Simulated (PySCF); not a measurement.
Computed shifts of a molecule C4H5FO, B3LYP/pcSseg-1 in PySCF, GIAO, gas phase, equivalent atoms averaged, in ppm (number of nuclei): ¹⁹F: -196.0 (1). ¹³C: 158.3 (1), 137.9 (1), 74.0 (1), 34.3 (1). ¹H: 6.57 (1), 4.67 (2), 3.26 (2). References: ¹⁹F against CFCl3 (σ = 161.7 ppm); ¹³C against TMS (σ = 181.3 ppm); ¹⁷O against H2O (σ = 333.8 ppm); ¹H against TMS (σ = 31.68 ppm), references at their B3LYP-D3(BJ)/def2-TZVP geometries, non-relativistic. Coordinates come from a r2SCAN-D4/def2-SVP optimisation. The geometry has at least one imaginary mode, so it is a saddle point at that level. One conformer was computed; it need not be the lowest.

### Question
Which molecule gave these data?
A) COC=C=CF
B) FC1=COCC1
C) O=C[C@@H]1C[C@H]1F
D) C=CO/C=C/F

### Answer
B, FC1=COCC1
